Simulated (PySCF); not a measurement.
## Excitation energy of Te by level of theory

Te [Kr] 4d10 5s2 5p4 (3P) → Te [Kr] 4d10 5s1 5p5 (3P), as a difference of total energies. Computed with PySCF 2.14 in aug-cc-pwCVDZ-PP with ECP28MDF, with a scalar-relativistic core potential. Correlated levels: valence: 4s2 4p6 4d10 frozen. The calculations carry no spin-orbit coupling.

| method | excitation energy (eV) |
| --- | --- |
| UHF | 9.985 |
| MP2 (valence) | 9.148 |
| SCS-MP2 (valence) | 9.024 |
| CCSD (valence) | 8.006 |
| CCSD(T) (valence) | 7.658 |

How much does correlation contribute at CCSD(T) (valence)?

7.658 − (9.985) = -2.327 eV, measured against UHF.

The upper state lies above the first ionisation limit, where it may autoionise and the basis confines it.

The coupled-cluster amplitudes are large for the upper state (T1 above 0.03 or a double amplitude above 0.15), so a single reference is strained.
